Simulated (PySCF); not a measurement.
KGe: frontier orbitals

UHF at R = 3.072 Å; PySCF, no relativity, basis sets K pcseg-1, Ge pcseg-1. State: ⁴Σ⁻ (quartet), unpaired electrons σ ↑, π ↑↑. Only the outer orbitals are listed, counted within each symmetry.

```
spin  orbital  occ.  ε (eV)  on K (%)  main shells (%)
   α      11σ     1  -26.44        99           99 K p
   α       5π     1  -26.42       100          100 K p
   α       5π     1  -26.42       100          100 K p
   α      12σ     1  -15.48         1          99 Ge s
   α      13σ     1   -6.05        12   87 Ge p, 9 K s
   α       6π     1   -5.78         7          93 Ge p
   α       6π     1   -5.78         7          93 Ge p
   α      14σ     0   -0.16        98   79 K s, 18 K p
   α      15σ     0    2.05       102   62 K s, 39 K p
   α       7π     0    2.21        98           93 K p
   β       5π     1  -26.34       100          100 K p
   β       5π     1  -26.34       100          100 K p
   β      11σ     1  -26.27       100          100 K p
   β      12σ     1  -10.08         3          97 Ge s
   β      13σ     0   -0.15        97   80 K s, 17 K p
   β      14σ     0    2.04        95   79 K s, 15 K p
   β       6π     0    2.18        95           93 K p
```

Question: Which are the highest filled and the lowest empty level, where do they sit, and how wide is the gap?

Answer: Highest filled α 6π at -5.78 eV (in %: 93 Ge p); lowest empty α 14σ at -0.16 eV (in %: 79 K s, 18 K p); the gap at UHF is 5.62 eV.

```json
{
 "bond order (Mayer)": "0.51",
 "⟨S²⟩": "3.752",
 "charge on K (Mulliken, basis-dependent)": "0.71",
 "charge on K (Löwdin, basis-dependent)": "0.39",
 "dipole moment (positive dipole means K(−)Ge(+))": "-10.73 D",
 "polarisability along the bond": "97.7 bohr³",
 "polarisability across the bond": "56.5 bohr³"
}
```

Shares are Mulliken populations and can fall outside 0 to 100 %.

Spin–orbit coupling is left out. The state was picked by a PBE0 search and need not be the measured ground state.
